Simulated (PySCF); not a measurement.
From one molecule to another.

First species: C4H8Cl2O2Si.
Cartesian coordinates in Å at the PBE0-D3(BJ)/def2-SVP level; atoms count from 1:
```xyz
17
C4H8Cl2O2Si angstrom
Cl     5.979    1.474    0.180
C      5.000    0.041   -0.225
Cl     5.812   -1.476    0.238
Si     3.361    0.154    0.707
O      2.576    1.532    0.223
C      1.180    1.560    0.011
C      0.684    0.317   -0.713
C      1.014   -0.964    0.039
O      2.403   -1.118    0.246
H      4.878    0.026   -1.316
H      3.655    0.148    2.163
H      0.951    2.464   -0.575
H      0.655    1.663    0.981
H     -0.407    0.387   -0.856
H      1.142    0.275   -1.717
H      0.662   -1.842   -0.525
H      0.486   -0.974    1.012
```

Second species: C₅H₁₁P.
Geometry (PBE0-D3(BJ)/def2-SVP, Å), atoms numbered from 1 in this order:
```
atom  x, y, z in Å
C1    -1.912    0.691    0.322
C2    -1.517   -0.683   -0.196
C3    -0.037   -1.013   -0.010
P4     1.090    0.054   -1.048
C5     2.607    0.050    0.014
C6     1.727    1.239    0.230
H7    -2.987    0.878    0.183
H8    -1.692    0.789    1.398
H9    -1.364    1.492   -0.200
H10   -2.117   -1.456    0.312
H11   -1.774   -0.762   -1.267
H12    0.154   -2.055   -0.317
H13    0.246   -0.939    1.055
H14    2.662   -0.703    0.807
H15    3.558    0.201   -0.507
H16    2.071    2.207   -0.148
H17    1.174    1.309    1.172
```

Levels: B3LYP/def2-SVPD for HOMO energy, LUMO energy, HOMO–LUMO gap and static isotropic polarisability; TDDFT B3LYP/def2-SVPD for lowest singlet excitation; TDA B3LYP/def2-SVPD for lowest triplet excitation (Tamm–Dancoff); ΔSCF B3LYP/def2-SVPD for vertical ionisation energy. Geometries: PBE0-D3(BJ)/def2-SVP. All species are isolated and taken at one optimised geometry, non-relativistic unless stated. Electronic properties by PySCF.

Dipoles, sizes and rotational constants follow the conformer. The torsions of the flexible species, by atom-mapped SMILES:
- `[CH3:1][CH2:2][CH2:3][P:4]1[CH2:5][CH2:6]1`: C1–C2–C3–P4 -67°, C2–C3–P4–C5 151°

The conformers of `ClC(Cl)[SiH]1OCCCO1` aren't listed.

**Question.** Which of the two has the higher LUMO energy, and by how much?

**Answer.** The second: 0.29 eV against -0.52 eV, a difference of 0.81 eV.

**Question.** Which of the two has the higher vertical ionisation energy, and by how much?

**Answer.** The first: 9.57 eV against 9.01 eV, a difference of 0.56 eV.

**Question.** Which has the higher S1 energy?

**Answer.** The second: 6.25 eV against 6.11 eV, a difference of 0.14 eV.

**Question.** Which of the two has the higher static isotropic polarisability, and by how much?

**Answer.** The first: 105.0 au against 86.3 au, a difference of 18.7 au.

**Question.** Which of the two has the higher HOMO–LUMO gap, and by how much?

**Answer.** The first: 7.22 eV against 7.09 eV, a difference of 0.13 eV.

**Question.** Which has the higher T1 energy?

**Answer.** The first: 5.60 eV against 5.30 eV, a difference of 0.30 eV.

**Question.** Which of the two has the higher HOMO energy, and by how much?

**Answer.** The second: -6.80 eV against -7.74 eV, a difference of 0.94 eV.

On the first: S1 lies 1.11 eV below the HOMO–LUMO gap; its leading configuration is HOMO→LUMO, weight 0.92. The ΔSCF ionisation energy exceeds −ε(HOMO) by 1.83 eV with B3LYP.

On the second: The principal polarisabilities are 76.2, 81.0 and 101.7 au; their mean is the isotropic value. The ΔSCF ionisation energy exceeds −ε(HOMO) by 2.21 eV with B3LYP.
